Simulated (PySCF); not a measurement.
Delta-SCF ions had no search for a lower state. Excitations are Tamm–Dancoff values on a coarser integration grid. The basis has no diffuse functions, so Rydberg states are missing or too high.

## H4Cl2N2Si, SMILES `Cl[Si](N)(Cl)N` (charge 0, multiplicity 1)

The numbers are results of PBE-D3(BJ)/def2-TZVP // TPSSh-D3(BJ)/def2-TZVP in PySCF 2.14.0, not measurements.

```json
{
 "HOMO": "-6.53 eV",
 "dipole_moment": "2.38 D",
 "HOMO–LUMO gap": "6.27 eV",
 "LUMO": "-0.26 eV",
 "S1 excitation (TDA)": "6.40 eV",
 "S1 oscillator strength": "0.016",
 "T1 excitation (TDA)": "6.12 eV",
 "S1–T1 gap (TDA)": "0.27 eV",
 "vertical ionisation energy (Delta-SCF)": "9.39 eV",
 "total_energy": "-1321.4265 Ha",
 "cost": "around 2.5 core-minutes (rough)"
}
```

```xyz
9

N      1.3901    -0.4359     0.1060
Si    -0.0358     0.4572    -0.0920
N     -1.3568    -0.5875     0.0903
Cl     0.1330     2.0047     1.2614
Cl    -0.3381     1.3524    -1.9256
H      2.2506     0.0215     0.3673
H      1.5501    -1.2646    -0.4487
H     -2.2546    -0.3537    -0.3064
H     -1.4411    -1.1591     0.9186
```
Charge 0, spin multiplicity 1.
